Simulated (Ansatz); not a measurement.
Wavefunction ladder for `C[O][Mo](=[O])([Cl])([O]C)[O]C`

```json
{"atom": "C1", "x (Å)": "-0.217", "y (Å)": "-1.405", "z (Å)": "-2.740"}
{"atom": "O2", "x (Å)": "0.725", "y (Å)": "-1.046", "z (Å)": "-1.781"}
{"atom": "Mo3", "x (Å)": "0.805", "y (Å)": "-0.593", "z (Å)": "0.009"}
{"atom": "O4", "x (Å)": "2.416", "y (Å)": "-0.803", "z (Å)": "0.349"}
{"atom": "Cl5", "x (Å)": "-0.491", "y (Å)": "-2.541", "z (Å)": "0.301"}
{"atom": "O6", "x (Å)": "0.194", "y (Å)": "-0.179", "z (Å)": "1.723"}
{"atom": "C7", "x (Å)": "-1.043", "y (Å)": "-0.130", "z (Å)": "2.364"}
{"atom": "O8", "x (Å)": "0.447", "y (Å)": "1.184", "z (Å)": "-0.481"}
{"atom": "C9", "x (Å)": "0.631", "y (Å)": "2.360", "z (Å)": "0.261"}
{"atom": "H10", "x (Å)": "-0.814", "y (Å)": "-2.247", "z (Å)": "-2.370"}
{"atom": "H11", "x (Å)": "-0.882", "y (Å)": "-0.562", "z (Å)": "-2.957"}
{"atom": "H12", "x (Å)": "0.303", "y (Å)": "-1.700", "z (Å)": "-3.654"}
{"atom": "H13", "x (Å)": "-1.721", "y (Å)": "0.573", "z (Å)": "1.866"}
{"atom": "H14", "x (Å)": "-1.501", "y (Å)": "-1.125", "z (Å)": "2.352"}
{"atom": "H15", "x (Å)": "-0.891", "y (Å)": "0.187", "z (Å)": "3.399"}
{"atom": "H16", "x (Å)": "0.393", "y (Å)": "2.198", "z (Å)": "1.318"}
{"atom": "H17", "x (Å)": "-0.025", "y (Å)": "3.134", "z (Å)": "-0.145"}
{"atom": "H18", "x (Å)": "1.670", "y (Å)": "2.697", "z (Å)": "0.185"}
```

The species carries charge 0 and has multiplicity 1. Correlated methods include outer-core shells of Mo, which these sets cover unevenly. Mo: def2 effective core potential. The structure was optimised at the PBE0-D4/def2-TZVP level. It is one conformer, not always the lowest. Frozen core, restricted reference, the Gaussian-basis code of Ansatz.

```tsv
basis	HF (Eh)	MP2 corr.	CCSD corr.	(T)	CCSD(T) total
def2-SVP	?	?	-1.76950	-0.08049	?
def2-TZVPP	-945.58035	-2.30633	-2.26617	-0.12401	-947.97053
def2-QZVPP	?	?	–	–	–
```

Fill in the withheld values. (Best estimate.)

Computed: def2-SVP HF (Eh): -944.88293; def2-SVP MP2 corr.: -1.78942; def2-SVP CCSD(T) total: -946.73292; def2-QZVPP HF (Eh): -945.61879; def2-QZVPP MP2 corr.: -2.48170.
